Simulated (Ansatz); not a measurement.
Stepwise reaction of hafnium tetrachloride with ammonia, as a gas-phase model of exchange steps in deposition or etching. ΔE in kJ/mol.

Gas-phase electronic energies from Ansatz, PBE0-D4/def2-TZVP geometries. CCSD(T)/CBS adds triple-zeta CCSD(T) − MP2 to the extrapolated MP2 energy (def2 sets, frozen cores). This one scheme is used for every species. Functionals use def2-TZVPP. B3LYP here is the variant with VWN-RPA as its local correlation; programs differ in this. def2 core potentials past Kr. For Hf outer-core shells are correlated without core-valence functions, which leaves a few kJ/mol of doubt a bond. Each species was taken in one conformer, which may not be the lowest.

| step | reaction | PBE-D4 | B3LYP-D4 | ωB97M-V | CCSD(T)/CBS |
| --- | --- | --- | --- | --- | --- |
| 1 | `[Cl][Hf]([Cl])([Cl])[Cl]` + NH₃ → `[NH2][Hf]([Cl])([Cl])[Cl]` + HCl | 85.7 | 85.3 | 85.0 | 86.5 |

Question: Give the row of step 2, `[NH2][Hf]([Cl])([Cl])[Cl]` + NH₃ → `[NH2][Hf]([NH2])([Cl])[Cl]` + HCl. (Best estimate.)

Answer: Computed: 
```csv
step,reaction,PBE-D4,B3LYP-D4,ωB97M-V,CCSD(T)/CBS
2,`[NH2][Hf]([Cl])([Cl])[Cl]` + NH₃ → `[NH2][Hf]([NH2])([Cl])[Cl]` + HCl,91.9,92.7,92.9,93.0
```

Question: By hand: ΔE of the 2 steps together at CCSD(T)/CBS.

Answer: (86.5) + (93.0) = 179.5 kJ/mol, or 89.8 kJ/mol a step.

In ΔE each step is higher than the one before. All are uphill at CCSD(T)/CBS. PBE-D4 differs from CCSD(T)/CBS by -1.1 to -0.8 kJ/mol a step. Isolated molecules leave out the surface, adducts and barriers. Largest T1 diagnostic: 0.014.
